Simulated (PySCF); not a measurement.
## Molecular orbitals of IO

B2PLYP at R = 1.921 Å; PySCF, scalar-relativistic core potentials, basis sets I aug-cc-pVDZ-PP with ECP28, O aug-cc-pVDZ. State: ²Π (doublet), unpaired electrons π ↑. Only the outer orbitals are listed, counted within each symmetry, core potentials removing the inner ones.

```json
{"spin": "α", "orbital": "5σ", "occ.": "1", "ε (eV)": "-31.75", "on I (%)": "2", "main shells (%)": "95 O s"}
{"spin": "α", "orbital": "6σ", "occ.": "1", "ε (eV)": "-21.58", "on I (%)": "86", "main shells (%)": "85 I s"}
{"spin": "α", "orbital": "3π", "occ.": "1", "ε (eV)": "-14.55", "on I (%)": "8", "main shells (%)": "91 O p"}
{"spin": "α", "orbital": "7σ", "occ.": "1", "ε (eV)": "-13.39", "on I (%)": "35", "main shells (%)": "63 O p, 27 I p"}
{"spin": "α", "orbital": "3π", "occ.": "1", "ε (eV)": "-12.87", "on I (%)": "16", "main shells (%)": "83 O p, 16 I p"}
{"spin": "α", "orbital": "4π", "occ.": "1", "ε (eV)": "-9.35", "on I (%)": "93", "main shells (%)": "92 I p"}
{"spin": "α", "orbital": "4π", "occ.": "1", "ε (eV)": "-8.78", "on I (%)": "86", "main shells (%)": "85 I p, 15 O p"}
{"spin": "α", "orbital": "8σ", "occ.": "0", "ε (eV)": "-1.49", "on I (%)": "96", "main shells (%)": "84 I p, 18 O p"}
{"spin": "β", "orbital": "5σ", "occ.": "1", "ε (eV)": "-29.35", "on I (%)": "8", "main shells (%)": "88 O s"}
{"spin": "β", "orbital": "6σ", "occ.": "1", "ε (eV)": "-21.01", "on I (%)": "83", "main shells (%)": "82 I s, 13 O s"}
{"spin": "β", "orbital": "7σ", "occ.": "1", "ε (eV)": "-12.56", "on I (%)": "40", "main shells (%)": "57 O p, 33 I p"}
{"spin": "β", "orbital": "3π", "occ.": "1", "ε (eV)": "-12.23", "on I (%)": "23", "main shells (%)": "76 O p, 22 I p"}
{"spin": "β", "orbital": "3π", "occ.": "1", "ε (eV)": "-9.99", "on I (%)": "82", "main shells (%)": "81 I p, 17 O p"}
{"spin": "β", "orbital": "4π", "occ.": "1", "ε (eV)": "-8.53", "on I (%)": "79", "main shells (%)": "78 I p, 22 O p"}
{"spin": "β", "orbital": "4π", "occ.": "0", "ε (eV)": "-2.44", "on I (%)": "24", "main shells (%)": "76 O p, 19 I p"}
{"spin": "β", "orbital": "8σ", "occ.": "0", "ε (eV)": "-1.15", "on I (%)": "93", "main shells (%)": "81 I p, 22 O p, 9 I d"}
```

Problem. Which are the highest filled and the lowest empty level, where do they sit, and how wide is the gap?

Solution. Highest filled β 4π at -8.53 eV (in %: 78 I p, 22 O p); lowest empty β 4π at -2.44 eV (in %: 76 O p, 19 I p); the gap at B2PLYP is 6.09 eV. Both belong to one degenerate shell, split only by its one-sided filling, so this is no excitation gap.

The bond order (Mayer) is 0.96, the ⟨S²⟩ is 0.765 and the charge on I (Mulliken, basis-dependent) is 0.61. The charge on I (Löwdin, basis-dependent) is 0.63 and the dipole moment (positive dipole means I(−)O(+)) is -1.96 D.

Correlated steps freeze 5 core orbitals. Spin–orbit coupling is left out. B2PLYP dipoles, levels and charges come from its SCF part alone. The state is the lowest determinant that a PBE0 search found; another state may lie lower at other levels.
